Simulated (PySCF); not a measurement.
Input for PySCF: R-B3LYP/3-21G on C2H7Al (SMILES C[CH2][AlH2]), a point of a torsion scan.

```python
from pyscf import gto, scf, dft, mp
from pyscf.data.elements import chemcore

mol = gto.M(
    atom='''
    C    -0.79856874   -0.65085937    0.20349857
    C    -0.62238463    0.85108257   -0.11232151
    Al   -1.49598773    1.17605454   -1.88653146
    H    -1.00808620   -1.21766793   -0.71178869
    H     0.08081673   -1.07984218    0.67903348
    H    -1.65047872   -0.80210868    0.86459454
    H    -0.96357557    1.45615311    0.73612456
    H     0.45455631    1.07338514   -0.18621482
    H    -1.94543509   -0.04883046   -2.73031126
    H    -1.76351742    2.55471986   -2.54473146
    ''',
    basis='3-21g',
    charge=0, spin=0, verbose=3, max_memory=1800)
mf = dft.RKS(mol, xc='b3lyp')
mf.conv_tol = 1e-8
mf.max_cycle = 100
mf.kernel()
if not mf.converged:
    mf = mf.newton().run(mf.mo_coeff, mf.mo_occ)
```

Output:

```
converged SCF energy = -321.073089644492
```

The calculation finished and met its thresholds.

Cost: about 10 core-seconds (a rough figure).
